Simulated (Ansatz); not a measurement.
Abridged output of a molecular run in Ansatz:

```
Functional definition: HF
1417 factors; integrals over basis functions are off by at most 1.2e-3 eV
mean field evaluation 1: about -38806.6317 eV, gradient 5.1e1 eV
mean field evaluation 2: about -38806.7279 eV, gradient 5.1e1 eV
mean field evaluation 4: about -38814.8346 eV, gradient 7.1e0 eV
mean field evaluation 8: about -38815.0823 eV, gradient 2.5e-1 eV
mean field -38815.08304711 eV, -1426.4279921730 hartree, gradient 2.9e-6 eV, S^2 0.000000; 0 other end points of the search recorded, 0 dependent functions left out
13 core orbitals not correlated: weight in the atoms' cores, before any rotation towards them, 1.000 or more for the frozen orbitals, at most 0.000 for the correlated occupied ones
reference -38815.08304711 eV, -1426.4279921730 hartree; 20, 20 occupied and 103, 103 virtual orbitals, 1417 factors
second order -24.03139383 eV of doubles, -0.00000000 eV of singles
cycle   1  -24.78646754 eV  change   -7.6e-1 eV  update   1.7e-1
cycle   2  -25.41821635 eV  change   -6.3e-1 eV  update   8.6e-2
cycle   3  -25.68170318 eV  change   -2.6e-1 eV  update   3.3e-2
cycle   4  -25.69346180 eV  change   -1.2e-2 eV  update   9.4e-3
cycle   5  -25.68773762 eV  change    5.7e-3 eV  update   4.5e-3
cycle   6  -25.68567520 eV  change    2.1e-3 eV  update   1.6e-3
cycle   7  -25.68517889 eV  change    5.0e-4 eV  update   7.9e-4
cycle   8  -25.68519295 eV  change   -1.4e-5 eV  update   3.7e-4
cycle   9  -25.68539180 eV  change   -2.0e-4 eV  update   1.9e-4
cycle  10  -25.68539376 eV  change   -2.0e-6 eV  update   8.5e-5
cycle  11  -25.68533901 eV  change    5.5e-5 eV  update   4.6e-5
cycle  12  -25.68535743 eV  change   -1.8e-5 eV  update   2.5e-5
perturbative correction -1.04725455 eV, -0.0384858949 hartree
Total energy: -38841.81565909 eV, -1427.4103975433 hartree
```

Its atoms:

Cartesian coordinates in Å:
```
C 1.260 1.046 -0.980
Ti -0.181 -0.316 -0.464
C 0.618 -1.501 1.004
C -1.717 0.737 0.390
Cl -0.858 -1.499 -2.203
H 0.945 1.627 -1.852
H 1.434 1.726 -0.137
H 2.193 0.524 -1.217
H -0.178 -2.080 1.484
H 1.104 -0.868 1.755
H 1.355 -2.191 0.581
H -1.381 1.156 1.346
H -2.578 0.085 0.565
H -2.018 1.555 -0.274
```

(1) Which basis set was used?
A. def2-TZVPP
B. cc-pV(Q+d)Z
C. def2-SVP
D. def2-QZVPP

(2) Write the keys of the input that set method, charge and spin (a neutral closed shell needs none for the last two).

Results:

(1) C. It gives 136 functions.

(2) 
```yaml
correlation: {method: ccsd_t}
```
